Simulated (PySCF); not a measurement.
**Computed structure and properties of YbH2**

System: YbH2 (singlet in the valence; each metal's 4f electrons, 14 of them, lie in its core potential, out of spins and levels); start: template (C2v). Method: PySCF 2.14.0, RKS PBE0, Yb lcecp-0-SVP with ECP60, H def2-SVP; non-relativistic Hamiltonian with scalar-relativistic core potentials where named; density fitting; no spin-orbit coupling.

Input of the relaxation:

```python
mol = gto.M(atom='''
Yb     0.00000     0.00000    -0.01075
H      2.09710    -0.00000     0.92775
H     -2.09710     0.00000     0.92775''',
    basis={'Yb': 'lcecp-0-SVP', 'H': 'def2-SVP'},
    ecp={'Yb': 'lcecp-0-SVP'},
    charge=0, spin=0)
mf = dft.RKS(mol, xc='PBE0')
mf.grids.atom_grid = (50, 194)  # f atoms: unpruned, at least (60, 302)
mf = mf.density_fit()  # fitting sets: Yb AutoAux, H def2-universal-JKFIT
mf.conv_tol = 1e-08; mf.max_cycle = 55
mf.kernel(dm0)  # dm0: converged density of the start geometry
# quasi-Newton relaxation in Cartesian coordinates to a largest gradient under 0.00045 Eh/bohr, steps kept in the point group
```

Run from Python with OMP_NUM_THREADS=2; the lines above give its settings. Where DIIS fails, smearing, a level shift and second-order steps follow.
It took 6.1 s on 2 threads of Intel(R) Xeon(R) Platinum 8375C CPU @ 2.90GHz (Ice Lake) (shared host), from the converged density of the start.

Course of the relaxation:

```json
{"step": "0", "energy above end (eV)": "0.1417", "largest force component within the symmetry (eV/Å)": "0.684"}
{"step": "1", "energy above end (eV)": "0.0689", "largest force component within the symmetry (eV/Å)": "0.494"}
{"step": "2", "energy above end (eV)": "0.0095", "largest force component within the symmetry (eV/Å)": "0.167"}
{"step": "3", "energy above end (eV)": "0.0051", "largest force component within the symmetry (eV/Å)": "0.048"}
{"step": "4", "energy above end (eV)": "0.0019", "largest force component within the symmetry (eV/Å)": "0.059"}
{"step": "5", "energy above end (eV)": "0.0003", "largest force component within the symmetry (eV/Å)": "0.043"}
{"step": "6", "energy above end (eV)": "0.0000", "largest force component within the symmetry (eV/Å)": "0.006"}
{"step": "7", "energy above end (eV)": "0.0000", "largest force component within the symmetry (eV/Å)": "0.000"}
```

Relaxed geometry (C2v):

```xyz
3

Yb    0.0000    0.0000   -0.0410
H     1.8798    0.0000    0.9429
H    -1.8798    0.0000    0.9429
```

| contact | Å |
| --- | --- |
| Yb1–H2 (H) | 2.122 |
| Yb1–H3 (H) | 2.122 |

On the finer grid (75, 302):

```yaml
HOMO: not given (4f levels lie in the core)
LUMO: not given (4f levels lie in the core)
Dipole_about_the_centre_of_mass: 5.74 D
Set_of_Mulliken_populations_of_Yb1_outside_the_core_potential: s 2.77, p 6.45, d 0.44, f 0.00
D3_BJ_dispersion_energy_not_in_the_energies: -0.019 eV
```

```csv
atom,Mulliken (e),Löwdin (e),spin (e)
Yb1,0.33,0.45,0.00
H2,-0.17,-0.23,0.00
H3,-0.17,-0.23,0.00
```

The 4f levels lie in the core potential and are missing.

On the grid (50, 194), as all that follows. Harmonic modes: a minimum; lowest 318 cm⁻¹ (negative: unstable), highest 1264 cm⁻¹, zero-point energy 0.173 eV.

Taking off one H (charge -1, singlet; the rest: singlet) in vacuum, both parts rigid, costs 8.37 eV; the small basis without counterpoise inflates it. Most of it is the attraction of opposite charges; other ways to part are cheaper, and one spin state was tried for the rest.

Rigid scan of H along the line from its metal:

distance to H2 (Å), energy (eV) and a bar:
```
     1.82      0.349 #####
     1.92      0.139 ##
     2.02      0.031 
     2.12      0.000 
     2.22      0.025 
     2.32      0.092 #
     2.52      0.306 #####
     2.82      0.725 ###########
     3.22      1.311 ####################
     3.72      1.959 ##############################
```

One start shape was tried, so this needn't be the lowest isomer.

An lcecp potential fixes the number of 4f electrons, so in runs with it no electron can move into or out of that shell.
